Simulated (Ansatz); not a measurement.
Frontier orbitals of CH5AlSiTe.

```tsv
atom	x (Å)	y (Å)	z (Å)
Al1	-1.534	0.649	-0.782
Si2	-0.214	-0.196	1.094
C3	1.496	-0.115	0.358
Te4	0.415	-1.254	-1.183
H5	-1.046	2.074	-1.277
H6	-2.979	0.044	-1.012
H7	-0.277	-1.305	2.092
H8	2.297	-0.723	0.769
H9	1.841	0.826	-0.058
```

Charge 0, multiplicity 1. Correlated methods include outer-core shells of Te, which these sets cover unevenly. Te takes the def2 core potential. The bonds changed during the relaxation, so this is another structure than the one it started from. The structure was optimised at the PBE0-D4/def2-TZVP level. Basis def2-TZVPP, Ansatz.

```tsv
functional	HOMO (eV)	LUMO (eV)	gap (eV)
PBE	-5.95	-2.46	3.49
PBE0	-6.93	-1.74	5.19
ωB97M-V	-8.90	0.01	8.91
```

A quarter of exact exchange (PBE0) shifts PBE's HOMO by −0.98 eV and its LUMO by +0.72 eV; full exchange at long range (ωB97M-V) shifts them by −2.95 and +2.47 eV. The gap opens from 3.49 to 8.91 eV, since occupied levels lose self-interaction and empty ones feel all the electrons. A positive LUMO is unbound and depends on the basis.
